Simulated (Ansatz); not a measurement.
System: CAuClO (charge 0, singlet). 
Geometry from a B3LYP-D3(BJ)/def2-TZVP (Ansatz, a program for electronic structure) optimisation:
SMILES: [O+]#[C-]->[Au][Cl]
```xyz
4

Au     0.0000     0.0000    -0.0230
Cl     0.0000     0.0000     2.2276
O      0.0000     0.0000    -3.0591
C      0.0000     0.0000    -1.9301
```
Charge 0, spin multiplicity 1.

Computed values are from Ansatz. Valence correlation only, unless marked. UHF or UKS for open shells. Spin-orbit coupling is left out. Frozen are the shells of the preceding noble gas and the d and f shells that filled before the atom's block. In def2 rows, elements after Kr have scalar-relativistic effective core potentials. CBS(X,Y): correlation extrapolated as X^-3; Hartree-Fock from the larger set. The bracket is a focal-point correction in the basis named.

Problem. What is the atomisation energy De at RI-MP2/CBS(def2-TZVPPD,def2-QZVPPD)+[CCSD(T)-MP2]/def2-TZVPPD?

Solution. 1568.4 kJ/mol.

Problem. What is the total energy at RI-MP2/CBS(def2-TZVPPD,def2-QZVPPD)+[CCSD(T)-MP2]/def2-TZVPPD?

Solution. -708.2866 Eh.

Problem. What is the dipole moment at CCSD(T)/def2-SVPD?

Solution. 4.87 D.

Problem. What is the T1 diagnostic at CCSD/def2-TZVPPD?

Solution. 0.017.
